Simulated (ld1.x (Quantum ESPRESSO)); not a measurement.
Values are calculated unless marked as measured or tabulated.
Potentials for In compared

Generated with ld1.x 7.5 (TM, RRKJ, ultrasoft, PAW), atompaw 4.2 or ONCVPSP 4.0.1. The cutoff is in Ry: for ld1.x and atompaw files where the sum of valence levels is converged to 10 mRy in a Bessel basis, for ONCV files where the hardest occupied wave has 1 mHa per electron of residual kinetic energy. The error is the largest all-electron minus pseudo excitation energy over each file’s own four to seven test configurations (ionisations up to +4, promotions, holes and added fractions of an electron), all of which were solved. The labels leave out finer settings (local radius, basis sizes, second energies), which also bear on the numbers. Spin-polarised tests are not counted. The rows are a selection from randomly drawn settings: files with unsolved tests, undetermined cutoffs or missed reference levels are left out.

| potential | cutoff (Ry) | largest error (meV) | bound ghosts |
| --- | --- | --- | --- |
| TM, PBE, scalar-relativistic, rc 1.75/2.45/1.55 (spd), local s, core correction no, reference 4d10 5s2 5p1 | 80 | +73 | none |
| RRKJ, PBE, fully relativistic, rc 1.80/2.95/1.00 (spd), local s, core correction yes, reference 4d10 5s2 5p1 | 160 | -259 | none |
| TM semilocal, PW91, scalar-relativistic, rc 1.90/2.10/1.00 (spd), local s, core correction yes, reference 4d10 5s2 5p0.5 | 100 | -165 | none |
| TM, PBE, scalar-relativistic, rc 1.70/2.95/3.15 (spd), local smoothed, core correction no, reference 5s1.5 5p1.5 | 25 | +117 | none |
| TM, PBE, scalar-relativistic, rc 1.55/3.05/1.70 (spd), local smoothed, core correction yes, reference 4d10 5s2 5p1 | 80 | -49 | none |

Question: Fill in the row for In: TM, BLYP, scalar-relativistic, rc 1.85/1.90/0.95 (spd), local s, core correction yes, reference 4d10 5s2 5p0.5.

Answer: cutoff 120 Ry, largest error -257 meV, bound ghosts: none.

Question: Fill in the row for In: RRKJ, PW91, non-relativistic, rc 2.35/2.75/1.80 (spd), local s, core correction no, reference 4d10 5s2 5p1.

Answer: cutoff 55 Ry, largest error -197 meV, bound ghosts: none.
